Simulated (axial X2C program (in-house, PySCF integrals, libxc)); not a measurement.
# A run on HfSi without results

A two-component calculation with an in-house all-electron X2C program for linear molecules (integrals from PySCF).

Input and command:
```json
{"zs": [72, 14], "q": 0, "bas": ["dyall-cv3z", "dyall-v3z"], "r0": 2.68, "levels": ["PBE0", "HF", "r2SCAN", "B3LYP", "LDA"], "nst": 3}
```
```bash
python soeom.py task.json out
```

Keys: zs atomic numbers; q charge; bas basis sets; r0 starting distance in Å; levels methods; nst determinants followed.

Outcome:

The PBE0 distance search ended without bracketing a minimum (an unconverged step or the end of its range); this says nothing on whether the molecule is bound.
